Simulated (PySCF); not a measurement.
## NMR data sheet: C5H11FSi

```yaml
Formula: C5H11FSi
SMILES: CC[C@H]1C[Si@@H](F)C1
InChI: InChI=1S/C5H11FSi/c1-2-5-3-7(6)4-5/h5,7H,2-4H2,1H3/t5-,7+
Point_group_of_the_computed_structure: C1
Degrees_of_unsaturation: 1
Carbon_signals: 4
Proton_signals: 6
```

Molfile (atoms numbered from 1):
```
C5H11FSi
     RDKit          3D

 18 18  0  0  0  0  0  0  0  0999 V2000
    2.3510    0.1595   -0.5137 C   0  0  0  0  0  0  0  0  0  0  0  0
    1.2752    0.0156    0.5570 C   0  0  0  0  0  0  0  0  0  0  0  0
   -0.0910    0.4799    0.0717 C   0  0  1  0  0  0  0  0  0  0  0  0
   -0.7294   -0.4137   -1.0223 C   0  0  0  0  0  0  0  0  0  0  0  0
   -2.3908   -0.4162   -0.0974 Si  0  0  1  0  0  4  0  0  0  0  0  0
   -2.9485   -1.8773    0.3235 F   0  0  0  0  0  0  0  0  0  0  0  0
   -1.2047    0.3974    1.1467 C   0  0  0  0  0  0  0  0  0  0  0  0
    2.0952   -0.4219   -1.3962 H   0  0  0  0  0  0  0  0  0  0  0  0
    2.4563    1.2012   -0.8100 H   0  0  0  0  0  0  0  0  0  0  0  0
    3.3110   -0.1900   -0.1404 H   0  0  0  0  0  0  0  0  0  0  0  0
    1.5579    0.6053    1.4333 H   0  0  0  0  0  0  0  0  0  0  0  0
    1.2083   -1.0299    0.8684 H   0  0  0  0  0  0  0  0  0  0  0  0
   -0.0095    1.5065   -0.2934 H   0  0  0  0  0  0  0  0  0  0  0  0
   -0.2560   -1.3941   -1.0629 H   0  0  0  0  0  0  0  0  0  0  0  0
   -0.6827    0.0109   -2.0217 H   0  0  0  0  0  0  0  0  0  0  0  0
   -3.5641    0.2704   -0.6018 H   0  0  0  0  0  0  0  0  0  0  0  0
   -1.4694    1.3593    1.5783 H   0  0  0  0  0  0  0  0  0  0  0  0
   -0.9175   -0.2566    1.9691 H   0  0  0  0  0  0  0  0  0  0  0  0
  1  2  1  0
  2  3  1  0
  3  4  1  0
  4  5  1  0
  5  6  1  0
  5  7  1  0
  7  3  1  0
  1  8  1  0
  1  9  1  0
  1 10  1  0
  2 11  1  0
  2 12  1  0
  3 13  1  6
  4 14  1  0
  4 15  1  0
  5 16  1  6
  7 17  1  0
  7 18  1  0
M  END
```

- shielding tensors at PBE0/pcSseg-1 (GIAO)
- GFN2-xTB structure
- program: PySCF 2.14.0 with density-fitted response routines
- fast rotation and ring inversion assumed for equivalent nuclei, non-relativistic, no solvent, one conformer

References, each an isolated molecule treated in the same way: 1H, 13C, 29Si against TMS; 19F vs CFCl3.

| carbon | δC, type | δH (multiplicity) | HMBC from (2–3 bonds) | span of the C tensor (ppm) |
| --- | --- | --- | --- | --- |
| C1 | 14.6, CH3 | 0.98 (t) | H13, H11/H12 | 29 |
| C2 | 38.5, CH2 | 1.45 (m) | H15/H17, H13, H14/H18, H8/H9/H10 | 34 |
| C3 | 30.4, CH | 1.69 (m) | H16, H15/H17, H11/H12, H14/H18, H8/H9/H10 | 23 |
| C4/C7 | 31.5, CH2 | H14 1.44 (m); H15 1.94 (m) | H16, H15/H17, H13, H11/H12, H14/H18 | 60 |

Other nuclei:
```tsv
atoms	nucleus	environment	δ (ppm)	σ (ppm)
H16	1H	hydrogen on a silicon bonded to 2 C, F, in a 4-membered ring	5.63	26.09
F6	19F	fluorine bonded to Si	-180.7	351.6
Si5	29Si	silicon bonded to 2 C, F, H, in a 4-membered ring	19.5	329.6
```

1. Carbon types of the structure: 1 × CH, 3 × CH2, 1 × CH3, leaving 1 H on heteroatoms.
2. δC 38.5: sp3 CH2; saturated and bonded to C and H only.
3. δC 30.4: sp3 CH in a ring; a saturated carbon with 3 carbon neighbours and no heteroatom attached.
4. δC 14.6: methyl carbon; saturated and bonded to C and H only.
5. δH 1.45: hydrogen on an sp3 CH2; far from electronegative atoms and π systems.
6. δH 0.98: hydrogen on a methyl carbon; far from electronegative atoms and π systems.

Splittings by 19F in the carbon and heteronuclear signals aren't shown, as no couplings were computed. Shifts are as computed. Against solution values, carbons near 30 ppm lie about +3 ppm off and those near 130 ppm about +5 ppm. Of 1309 compounds with measured shifts, 239 miss one by over three times the rms of a fit or turn the order of signals round; such compounds aren't used in these exercises. Unscaled 19F shifts against computed CFCl3 carry errors that often reach 10 to 50 ppm. No couplings were computed; multiplicities are counted from neighbouring protons, with m where these are inequivalent, close in shift, in a saturated or five-membered ring or joined by F or P, and br s for small geminal =CH2 splittings.
